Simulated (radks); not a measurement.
Charge is removed step by step from the 4d5/2 level of neutral technetium, starting from [Kr] 4d(3/2: 4, 5/2: 1) 5s2. Method: Dirac Kohn-Sham, PBE, spin-unpolarised, spherical densities, point nucleus; computed with a radial shooting solver on a logarithmic mesh with Libxc functionals. At the starting occupation the eigenvalue is -6.479 eV. Estimate the energy to remove one whole electron from this level, the eigenvalue at the end, and how far E(n) bends from a straight line.

Answer. Delta-SCF 11.440 eV; final eigenvalue -16.740 eV; the deviation from the straight line is -1.285 eV at 0.5 electron removed, the largest on the grid computed. Slater's transition state (half an electron removed) gives 11.356 eV. Integrating minus the eigenvalue over the occupation (Janak's theorem) gives 11.440 eV. The mean slope of the eigenvalue, de/dn, is 10.3 eV per electron.
